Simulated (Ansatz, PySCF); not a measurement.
Process, species as SMILES: O=BOB=O + 6 [H][H] (H2) → 2 B (BH3) + 3 O (H2O)
Geometries: B3LYP-D3(BJ)/def2-TZVP minima from Ansatz (a quantum-chemistry and plane-wave program), one conformer each, not searched for the lowest.

Wanted: energy of full hydrogenation (0 K, with B3LYP-D3(BJ) harmonic zero-point energies from PySCF), in kcal/mol. Correlated levels leave the core frozen unless marked. No spin-orbit coupling. Non-relativistic. CBS(X,Y): correlation extrapolated as X^-3; Hartree-Fock from the larger set. The bracket is a focal-point correction in the basis named.

Level to compare with: RI-MP2/CBS(aug-cc-pVTZ,aug-cc-pVQZ)+[CCSD(T)-MP2]/aug-cc-pVTZ (Ansatz), 74.9 kcal/mol. It is a level with limits of its own, and the differences hold the functionals' basis error too.

Problem. Rank these functionals by how close they come to RI-MP2/CBS(aug-cc-pVTZ,aug-cc-pVQZ)+[CCSD(T)-MP2]/aug-cc-pVTZ, closest first: M06-2X/def2-TZVPD (PySCF); SVWN5/def2-TZVPD (Ansatz); PBE0/def2-TZVPD (Ansatz).

Solution. SVWN5/def2-TZVPD (LDA, 75.7 kcal/mol, difference 0.8), PBE0/def2-TZVPD (global hybrid, 69.9 kcal/mol, difference -5.0), M06-2X/def2-TZVPD (hybrid meta-GGA, 82.8 kcal/mol, difference 7.9)
